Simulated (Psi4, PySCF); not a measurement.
Here is a job for PySCF.
```python
from pyscf import gto, scf, dft

mol = gto.Mole()
mol.atom = '''
    C    -0.01711389    0.13861103   -1.25945287
    Si    0.00774095   -0.06609183    0.57241213
    H    -0.92959358    0.22915764   -1.82227983
    H     0.88009381    0.20740535   -1.84926448
    H     0.03350168    1.24334789    1.24448153
    H    -1.19792114   -0.77868484    1.00294438
    H     1.20822931   -0.80760657    0.96706573
'''
mol.basis = '6-31g**'
mol.spin = 1
mol.verbose = 4
mol.build()

mf = dft.UKS(mol)
mf.xc = 'b3lyp5'
mf.grids.atom_grid = (99, 590)
mf.grids.prune = None
mf.kernel()
```

Give the equivalent Psi4 input.

Several could match; the one computed here: 
```
memory 2 GB

molecule mol {
0 2
  C    -0.017114    0.138611   -1.259453
  Si    0.007741   -0.066092    0.572412
  H    -0.929594    0.229158   -1.822280
  H     0.880094    0.207405   -1.849264
  H     0.033502    1.243348    1.244482
  H    -1.197921   -0.778685    1.002944
  H     1.208229   -0.807607    0.967066
}

set basis 6-31g**
set reference uks
set scf_type pk
set puream true
set d_convergence 1e-8
set dft_radial_points 99
set dft_spherical_points 590

energy('b3lyp5')
print_variables()
```

Both were run: PySCF gave -330.449954 Eh and Psi4 -330.449954 Eh, 0.000 mEh apart.
